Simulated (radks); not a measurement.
Values are calculated unless marked as measured or tabulated.
Fe V, 22 electrons, occupied as [Ar] 3d4 (the NIST ground configuration).

Level of theory: Dirac Kohn-Sham, BLYP, spin-unpolarised, spherical densities, finite nucleus; open shells fill j = l - 1/2 first; Fermi nuclear charge, rms radius 3.7377 fm (a radial shooting solver on a logarithmic mesh with Libxc functionals).

Energy parts (Ry):
total: -2537.36535
kinetic: 2573.11650
electron-nucleus: -5975.70074
Hartree: 973.62409
exchange-correlation: -108.40519

Orbitals (lengths in bohr, moments of r in powers of bohr; <r^-3> diverges for s and p1/2; r(max) is where P^2 peaks):
| orbital | occ. | eigenvalue (Ry) | <r^-3> | <1/r> | r(max) |
|---|---|---|---|---|---|
| 1s1/2 | 2 | -518.9269 | - | 25.98 | 0.03826 |
| 2s1/2 | 2 | -64.76995 | - | 5.579 | 0.2225 |
| 2p1/2 | 2 | -56.48199 | - | 5.526 | 0.1781 |
| 2p3/2 | 4 | -55.56415 | 469.4 | 5.428 | 0.1806 |
| 3s1/2 | 2 | -11.17999 | - | 1.786 | 0.6953 |
| 3p1/2 | 2 | -8.73190 | - | 1.671 | 0.6997 |
| 3p3/2 | 4 | -8.61088 | 62.32 | 1.649 | 0.7066 |
| 3d3/2 | 4 | -4.65963 | 6.391 | 1.382 | 0.6738 |
| 3d5/2 | 0 | -4.64497 | 6.289 | 1.378 | 0.6758 |

The highest occupied level is 3d3/2 at -63.397 eV. Summed over all electrons, <r^2> = 11.08 bohr^2, which gives a Langevin (diamagnetic) susceptibility term of -8.77 x 10^-6 cm^3/mol. The electron density at the nucleus is 1.51e+04 e/bohr^3.
